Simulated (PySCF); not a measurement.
# Electron correlation in Sb³⁸⁺ (antimony, charge +38)

Starting occupation: [Ne] 3s2 3p1, 3p1/2 with m_j = +1/2. Computed with PySCF 2.14 in an even-tempered Gaussian basis (18 s from 7.7 bohr⁻², ratio 2.4; 14 p from 10 bohr⁻², ratio 2.4; 4 d from 34 bohr⁻², ratio 2.6; 4 f from 52 bohr⁻², ratio 2.6), with X2C-1e with screened-nucleus spin-orbit coupling, Gaussian nucleus. Frozen: 1s2; 11 electrons correlated; the 54 highest virtual spinors left out.

MP2 pair energies summed by pair of shells (mhartree):

```json
{"pair": "2p3/2-2p3/2", "energy": "-94.54", "share (%)": "20.1"}
{"pair": "2p1/2-2p3/2", "energy": "-93.97", "share (%)": "19.9"}
{"pair": "3s1/2-3s1/2", "energy": "-61.99", "share (%)": "13.2"}
{"pair": "2p3/2-2s1/2", "energy": "-40.89", "share (%)": "8.7"}
{"pair": "3p1/2-3s1/2", "energy": "-37.33", "share (%)": "7.9"}
{"pair": "2p3/2-3s1/2", "energy": "-36.06", "share (%)": "7.6"}
{"pair": "2p1/2-2p1/2", "energy": "-21.58", "share (%)": "4.6"}
{"pair": "2p1/2-2s1/2", "energy": "-19.90", "share (%)": "4.2"}
{"pair": "2p3/2-3p1/2", "energy": "-18.28", "share (%)": "3.9"}
{"pair": "2p1/2-3s1/2", "energy": "-15.42", "share (%)": "3.3"}
{"pair": "2s1/2-2s1/2", "energy": "-10.94", "share (%)": "2.3"}
{"pair": "2s1/2-3s1/2", "energy": "-8.43", "share (%)": "1.8"}
{"pair": "2p1/2-3p1/2", "energy": "-7.03", "share (%)": "1.5"}
{"pair": "2s1/2-3p1/2", "energy": "-5.00", "share (%)": "1.1"}
```

Total MP2 correlation energy: -471.36 mhartree.

At this charge the one-electron X2C treatment keeps the bare 1/r₁₂, with no two-electron picture change or Breit term. The effect here is smaller than on the frozen 1s shell.
